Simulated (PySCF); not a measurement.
Run record for `C=C/C=N/c1ncno1`: CAM-B3LYP/def2-SVPD, grid level 1, TDA, 12 singlets.

Method: TDA CAM-B3LYP/def2-SVPD, vertical, gas phase, core orbitals frozen in the response (PySCF 2.14.0, density-fitted response routines). Geometry: GFN2-xTB. The input is one job of a driver script: a line of settings, then coordinates in Å.

Command:
```bash
OMP_NUM_THREADS=1 python probes_run.py task.json out
```

Input:
```
{"job": {"kind": "uv", "xc": "CAM-B3LYP", "basis": "def2-SVPD", "nstates": 12, "ntriplets": 0, "tda": true, "grid": 1}, "charge": 0, "multiplicity": 1}
C     -2.779714     1.548922    -0.703882
C     -2.178643     0.423022    -0.322961
C     -0.747562     0.292066    -0.273119
N     -0.218303    -0.803490     0.109776
C      1.110709    -0.933885     0.290125
N      1.969352    -0.041372     0.726003
C      3.108013    -0.759653     0.826758
N      2.979905    -2.003951     0.472686
O      1.674049    -2.139430     0.126865
H     -3.851673     1.641618    -0.727761
H     -2.213113     2.417462    -0.998846
H     -2.741418    -0.448658    -0.022563
H     -0.147091     1.150150    -0.588135
H      4.034813    -0.343275     1.162689
```

Output:
```
final grid: 58800 points
cycle   1  E = -432.3429814623  dE =  2.007e+00  |g| = 6.338e-01  |ddm| = 6.549e+00
cycle   2  E = -432.3400633092  dE =  2.918e-03  |g| = 7.151e-01  |ddm| = 2.387e+00
cycle   3  E = -432.4351113037  dE = -9.505e-02  |g| = 7.957e-02  |ddm| = 1.181e+00
cycle   4  E = -432.4360086230  dE = -8.973e-04  |g| = 5.205e-02  |ddm| = 1.553e-01
cycle   5  E = -432.4365301502  dE = -5.215e-04  |g| = 1.652e-02  |ddm| = 8.154e-02
cycle   6  E = -432.4365921337  dE = -6.198e-05  |g| = 4.336e-03  |ddm| = 3.843e-02
cycle   7  E = -432.4365981470  dE = -6.013e-06  |g| = 1.550e-03  |ddm| = 1.010e-02
cycle   8  E = -432.4365989983  dE = -8.512e-07  |g| = 8.159e-04  |ddm| = 5.533e-03
cycle   9  E = -432.4365991946  dE = -1.963e-07  |g| = 2.376e-04  |ddm| = 2.352e-03
cycle  10  E = -432.4365992141  dE = -1.953e-08  |g| = 1.108e-04  |ddm| = 6.152e-04
cycle  11  E = -432.4365992181  dE = -4.017e-09  |g| = 3.704e-05  |ddm| = 2.718e-04
cycle  12  E = -432.4365992187  dE = -5.700e-10  |g| = 1.676e-05  |ddm| = 1.178e-04
converged SCF energy = -432.4365992187

Static polarisability (au): isotropic 92.858, principal 50.594 71.927 156.053

Singlet excitations
state   eV       nm        f      main configurations
  1   4.2365    292.7   0.12350   H->L 0.46, H-1->L 0.34, H-3->L 0.12
  2   5.3436    232.0   0.51597   H-1->L 0.45, H->L 0.30, H-2->L 0.11
  3   5.5630    222.9   0.40308   H-2->L 0.63, H->L 0.18, H-3->L 0.09
  4   6.4396    192.5   0.10444   H-3->L 0.44, H-4->L 0.25, H-1->L 0.10
  5   6.6168    187.4   0.03742   H-4->L 0.47, H-3->L 0.20, H->L+1 0.10
  6   6.9158    179.3   0.01371   H-5->L 0.69
  7   7.1608    173.1   0.00136   H-2->L+1 0.27, H-6->L 0.18, H->L+1 0.13
  8   7.2530    170.9   0.03625   H->L+1 0.28, H-1->L+1 0.17, H->L+3 0.11
  9   7.3284    169.2   0.00084   H-6->L 0.54, H-1->L+1 0.10
 10   7.5526    164.2   0.00967   H->L+2 0.35, H->L+3 0.22
 11   7.7994    159.0   0.09305   H->L+3 0.40, H->L+2 0.19
 12   7.8612    157.7   0.01163   H->L+4 0.27, H-1->L+1 0.18, H-2->L+1 0.11
```

H and L stand for HOMO and LUMO; the number after each pair is its weight.

Problem. Give the mean polarisability as a volume in Å³, and the ratio of the largest to the smallest principal value.

Solution. 92.858 au × 0.148185 = 13.76 Å³; 156.053/50.594 = 3.08.

Problem. Give S1 in cm⁻¹ and kJ/mol.

Solution. 4.2365 eV × 8065.54 = 34170 cm⁻¹; × 96.485 = 408.8 kJ/mol.

In short: SCF converged in 12 cycles with 223 basis and 824 fitting functions; HOMO -8.81 eV, LUMO -1.58 eV; lowest singlet 4.24 eV; mean polarisability 92.9 au.

On an Intel Xeon 6975P-C with one thread (shared host), this took 24 s and 1.1 GiB of memory at its peak.

Shape of the structure used: `[CH2:1]=[CH:2]/[CH:3]=[N:4]/[c:5]1[n:6][cH:7][n:8][o:9]1`: C1–C2–C3–N4 179°, C3–N4–C5–N6 35°.

One conformer stands for the species.
